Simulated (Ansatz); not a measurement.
```yaml
crystal:
  periodic: [false, false, false]
  atoms:
    - {symbol: F, position_ang: [-1.776078, -1.530721, 0.314858]}
    - {symbol: Si, position_ang: [-1.087364, -0.143065, -0.069045]}
    - {symbol: Si, position_ang: [1.104261, 0.206974, 0.294383]}
    - {symbol: Se, position_ang: [0.304660, -0.154008, -1.849000]}
    - {symbol: H, position_ang: [-2.154075, 0.877573, -0.069664]}
    - {symbol: H, position_ang: [1.693232, 1.548081, 0.521726]}
    - {symbol: H, position_ang: [1.976663, -0.872933, 0.811043]}
basis:
  gaussian: {orbitals: aug-cc-pVDZ, final_grid: {core_spheres: 1, valence_spheres: 1, degree: 1}}
hamiltonian: {xc: {name: wB97M-V}}
scf: {lower_state_search: light}
output: {forces: true}
```

```sh
$ ansatz run in.yaml --threads 2 --pin off --events-out ev --progress --plain --max-ram 4352MiB
```

Output, abridged:

```
Functional definition: wB97M-V
1427 factors; integrals over basis functions are off by at most 6.2e-4 eV
530 factors; integrals over basis functions are off by at most 9.9e-6 eV
mean field evaluation 1: about -83865.1973 eV, gradient 2.9e1 eV
mean field evaluation 2: about -83865.0446 eV, gradient 3.5e1 eV
mean field evaluation 4: about -83866.7601 eV, gradient 9.4e-1 eV
mean field evaluation 8: about -83853.3975 eV, gradient 2.2e1 eV
mean field evaluation 16: about -83854.8736 eV, gradient 2.7e-2 eV
mean field -83854.87362366 eV, -3081.6097667947 hartree, gradient 4.9e-5 eV, S^2 0.000000; 0 other end points of the search recorded, 0 dependent functions left out
reference -83854.87379629 eV, -3081.6097731386 hartree; 37, 37 occupied and 103, 103 virtual orbitals, 1427 factors
Total energy: -83854.87379629 eV, -3081.6097731386 hartree
Atom 0 at    -1.776078    -1.530721     0.314858 Å, force     0.815032    -0.456335     1.104072 eV/Å
Atom 1 at    -1.087364    -0.143065    -0.069045 Å, force    -5.997811    -1.145556     4.141503 eV/Å
Atom 2 at     1.104261     0.206974     0.294383 Å, force     2.115133     2.740429    11.716612 eV/Å
Atom 3 at     0.304660    -0.154008    -1.849000 Å, force     1.250042    -2.135235   -12.294893 eV/Å
Atom 4 at    -2.154075     0.877573    -0.069664 Å, force     5.852202    -0.451041    -0.459575 eV/Å
Atom 5 at     1.693232     1.548081     0.521726 Å, force    -0.263735     1.376333     0.079242 eV/Å
Atom 6 at     1.976663    -0.872933     0.811043 Å, force    -3.770863     0.071404    -4.286960 eV/Å
Dipole moment:     0.052489     0.175082    -0.208686 e Å
```

In this input the integration grid is far too coarse. The calculation finished and met its thresholds. The result belongs to that input, not to the molecule as meant.
